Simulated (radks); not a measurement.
The numbers below are computed, except where a source is named.
The mean radii <r> (bohr) of the occupied orbitals of an atom or ion are listed with their occupations. Code: a radial shooting solver on a logarithmic mesh with Libxc functionals. Model: non-relativistic Kohn-Sham, PBE, spin-polarised, spherical densities, point nucleus.

orbital  occ.      <r>
1s up       1  0.02333
1s down     1  0.02333
2s up       1  0.09927
2s down     1  0.09926
2p up       3  0.08416
2p down     3  0.08416
3s up       1   0.2559
3s down     1   0.2556
3p up       3   0.2457
3p down     3   0.2454
3d up       5   0.2178
3d down     5   0.2175
4s up       1   0.5728
4s down     1   0.5732
4p up       3   0.5847
4p down     3   0.5853
4d up       5   0.6131
4d down     5   0.6143
5s up       1    1.302
5s down     1    1.315
4f up       6   0.7147
5p up       3    1.410
5p down     2    1.429
5d up       1    1.729

Name the element and its charge. Open shells, if any, are filled with parallel spins first.

Answer. Z = 65, terbium, charge +5: Tb5+ in [Kr] 4d10 4f6 5s2 5p5 5d1. The 1s radius gives Z: for a bare nucleus <r> = 1.5/Z, 0.02308 bohr for Z = 65, and screening makes it slightly larger (0.02333 here). The occupations add up to 60, and the charge is Z minus that.
